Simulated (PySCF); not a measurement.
Name the molecule from its bond curve

A diatomic of charge -1 contains As. Its quartet curve at PBE0 in a double-zeta basis (scalar-relativistic core potentials, PySCF), in eV from the separated fragments:

R (Å), E (eV) and a bar:
```
    2.196     -1.303 ##########################
    2.299     -1.452 ###########
    2.401     -1.533 ###
    2.477     -1.562 #
    2.554     -1.569 
    2.631     -1.560 #
    2.733     -1.530 ####
    2.861     -1.472 #########
    3.014     -1.385 ##################
    3.218     -1.258 ##############################
```

The fit gives ωe = 345 cm⁻¹ and the rotational constant Bₑ = 0.4049 cm⁻¹.

Which atom is the partner?

The minimum lies at 2.548 Å, so the reduced mass is 16.8576 u Å² cm⁻¹/(Bₑ·Re²) = 6.413 u. With As at 74.92 u the partner weighs about 7.0 u: Li. The molecule is LiAs⁻.

Spin–orbit coupling is left out. The highest Kohn–Sham level is positive in this anion. Much of that is self-interaction error, but it also means that the finite basis helps to hold the extra electron. The state was picked by a PBE0 search and need not be the measured ground state.
